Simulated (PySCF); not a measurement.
C5H6F3O (doublet state).
Z-matrix (Å and degrees, GFN2-xTB geometry), rows numbered from 1:
```
C 
C   1  1.4748
O   2  1.3511  1  117.12
C   3  1.3151  2  123.84  1   179.88
F   4  1.3479  3  115.43  2     0.12
C   4  1.3458  3  125.25  2  -179.87
C   6  1.4843  4  122.57  3     0.03
F   7  1.3620  6  111.33  4  -121.50
F   7  1.3619  6  111.28  4   121.74
H   1  1.0928  2  111.04  3  -120.71
H   1  1.0866  2  109.71  3    -0.15
H   1  1.0928  2  111.06  3   120.47
H   2  1.0757  1  123.24  3  -179.97
H   6  1.0753  4  119.62  3  -179.98
H   7  1.0999  6  113.39  4     0.09
```

The hyperfine couplings belong to this conformer and change with its torsions.

The species is `C[CH]O/C(F)=C\C(F)F` [radical].

Computed with PySCF 2.14.0, UKS B3LYP, pcH-1 on C F H O, non-relativistic, mean-field spin-orbit, GIAO. One conformer (not necessarily the lowest) at the GFN2-xTB geometry, without solvent, vibrations or thermal averaging. Couplings are sensitive to structure, and on GFN2-xTB geometries they can be far from those on DFT ones. No stability test was run, so a lower SCF solution isn't excluded.

**Question.** Match the computed a_iso(13C) values +90.8, -33.3, +10.8, -9.5, -4.3 MHz with the sites C1; C2; C4; C6; C7.

**Answer.** 
| site | a_iso (MHz) | ρ(0) (bohr⁻³) | position | distance from C2 (Å) | spin population | largest \|T\| (MHz) |
| --- | --- | --- | --- | --- | --- | --- |
| C1 | -33.3 | -0.0296 | 1 bond from C2 | 1.47 | -0.08 | 2.2 |
| C2 | +90.8 | +0.0808 | largest spin population | 0.00 | +0.92 | 161.6 |
| C4 | -9.5 | -0.0085 | 2 bonds from C2 | 2.35 | -0.05 | 7.3 |
| C6 | +10.8 | +0.0096 | 3 bonds from C2 | 3.61 | +0.13 | 20.6 |
| C7 | -4.3 | -0.0039 | 4 bonds from C2 | 4.26 | 0.00 | 0.5 |

**Question.** Match the computed a_iso(19F) values +22.0, -12.3 MHz (means over equivalent nuclei) with the sites F5; F8/F9.

**Answer.** 
| site | a_iso (MHz) | ρ(0) (bohr⁻³) | position | distance from C2 (Å) | bound to | spin population there | largest \|T\| (MHz) |
| --- | --- | --- | --- | --- | --- | --- | --- |
| F5 | -12.3 | -0.0029 | 3 bonds from C2 | 2.65 | C4 | -0.05 | 23.5 |
| F8/F9 | +22.0 | +0.0052 | 5 bonds from C2 | 5.20 | C7 | 0.00 | 19.0 |

**Question.** The isotropic 1H couplings, averaged over equivalent nuclei, are +71.4, -66.6, -9.0, -0.2 MHz. Assign them to H10/H11/H12; H13; H14; H15.

**Answer.** 
```tsv
site	a_iso (MHz)	ρ(0) (bohr⁻³)	position	distance from C2 (Å)	bound to	spin population there	largest |T| (MHz)
H10/H11/H12	+71.4	+0.0160	β, 2 bonds from C2	2.12	C1	-0.08	8.5
H13	-66.6	-0.0149	α, 1 bond from C2	1.08	C2	+0.92	37.8
H14	-9.0	-0.0020	4 bonds from C2, on C6 of spin population +0.13	4.45	C6	+0.13	5.8
H15	-0.2	0.0000	5 bonds from C2	3.81	C7	0.00	2.4
```

ρ(0) is the spin density at the nucleus and T the dipolar tensor; entries for several nuclei are means. The Mulliken spin populations are largest on C2 (+0.92), C6 (+0.13) and C1 (-0.08). No atom but C2 exceeds +0.15. The angles at C2 add up to 360.0°, so it is planar; its axial dipolar tensor and the negative coupling of its proton fit spin in a p orbital normal to that plane.

Nuclei that the bonding pattern makes equivalent are averaged, as if the motion that swaps them (rotation, inversion, ring flip) were fast. The three 1H nuclei of mean +71.4 MHz run from 2.6 to 106.0 MHz in the frozen geometry.

Hardware: Arm Neoverse N1, one thread, no GPU (shared host). Cost: 2.1 min wall (with the writing of density and orbital grids), 0.96 GiB resident at most.
